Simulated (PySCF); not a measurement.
# Stationary points of ZrSBr2

These are results of PBE0/[Zr def2-SVP with ECP28, S def2-SVP, Br def2-SVP], scalar-relativistic core potentials, density fitting, no spin–orbit coupling, PySCF, not measurements.

Relaxations began from a few typed shapes. The search is not exhaustive: other isomers or separated fragments can lie lower, and high-lying points may rest on an excited occupation.

Problem. Which is the lowest minimum found?
A. singlet C2v: Zr–Br 2.512 Å (×2), Zr–S 2.189 Å; Br–Zr–Br 128.4°, Br–Zr–S 115.8° (×2)
B. singlet Cs: Zr–Br 2.502 Å (×2), Zr–S 2.187 Å; Br–Zr–Br 119.7°, Br–Zr–S 112.7° (×2)

Solution. B. The others lie at 2.0 (singlet C2v, a saddle point) kJ/mol above it.

Formally Zr is in oxidation state +4, d0. The polar-tensor charge on Zr, 1.79, is far below the formal one.

For the lowest minimum: stability towards spin polarisation was not tested.
